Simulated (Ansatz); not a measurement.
Reaction (ligand exchange at the Si–C bond): `O[SiH2]/C=C/F` + CH₃SH → `CS[SiH2]O` + `C=CF`

Program: Ansatz. Geometries: PBE0-D4/def2-TZVP. ΔE: electronic, gas phase. CCSD(T)/CBS is the MP2 limit (def2-TZVPP, def2-QZVPP) plus CCSD(T) − MP2 in def2-TZVPP, frozen cores. This one scheme is used for every species. DFT in def2-TZVPP. One conformer a species, not always the lowest.

`O[SiH2]/C=C/F`:

Z-matrix (Å, degrees):
```
Si
C 1 1.850
O 1 1.650 2 110.8
H 1 1.490 2 108.9 3 -122.2
H 1 1.483 2 110.7 3 117.7
C 2 1.322 1 121.0 3 -7.0
H 2 1.088 1 121.2 3 173.2
H 3 0.958 1 117.3 2 -84.3
F 6 1.337 2 122.9 1 180.0
H 6 1.085 2 125.6 1 -0.3
```

CH₃SH:

```xyz
6

C    -0.092   -0.114    0.469
S    -0.296   -0.249   -1.321
H     0.922   -0.367    0.776
H    -0.779   -0.837    0.908
H    -0.358    0.880    0.828
H     0.603    0.688   -1.661
```

`CS[SiH2]O`:

Z-matrix (Å, degrees):
```
C
S 1 1.818
H 1 1.089 2 111.0
H 1 1.090 2 110.8 3 -122.4
H 1 1.089 2 106.9 3 118.9
Si 2 2.119 1 99.7 3 59.8
O 6 1.646 2 113.6 1 -63.8
H 6 1.485 2 104.1 1 173.6
H 6 1.481 2 110.9 1 52.7
H 7 0.959 6 116.7 2 -56.8
```

`C=CF`:

Z-matrix (Å, degrees):
```
C
C 1 1.316
H 1 1.081 2 119.2
H 1 1.082 2 121.6 3 -180.0
F 2 1.336 1 122.3 3 180.0
H 2 1.084 1 125.7 3 0.0
```

```tsv
level	ΔE (kJ/mol)	difference from CCSD(T)/CBS
revPBE-D4	-60.7	-2.4
BLYP-D4	-58.7	-0.4
B97M-V	-58.5	-0.2
PBE0-D4	-59.5	-1.2
ωB97X-V	-56.0	2.3
B2PLYP	-56.2	2.1
PBE	-59.1	-0.8
r2SCANh	-58.7	-0.4
r2SCAN0	-58.4	-0.1
BHLYP	-54.4	3.9
CAM-B3LYP	-53.5	4.8
LC-ωPBE	-55.4	2.9
HF/def2-SVP	-49.8	8.5
MP2/def2-SVP	-52.6	5.7
HF/def2-TZVPP	-52.6	5.7
MP2/def2-TZVPP	-57.7	0.6
CCSD(T)/CBS	-58.3	0
```

Largest T1 diagnostic among the species: 0.012.

Leaving LDA and LC-ωPBE aside and taking each functional with its dispersion term where it has one, the values, not all of them listed here, spread over 5.7 kJ/mol, from revPBE-D4 to CAM-B3LYP-D4. At CCSD(T), def2-SVP lies +7.0 kJ/mol from the extrapolated value and def2-TZVPP +3.3 kJ/mol.

CCSD(T)/CBS has its own doubt, a few kJ/mol and more with outer-core shells, so smaller differences from it don't rank the levels.
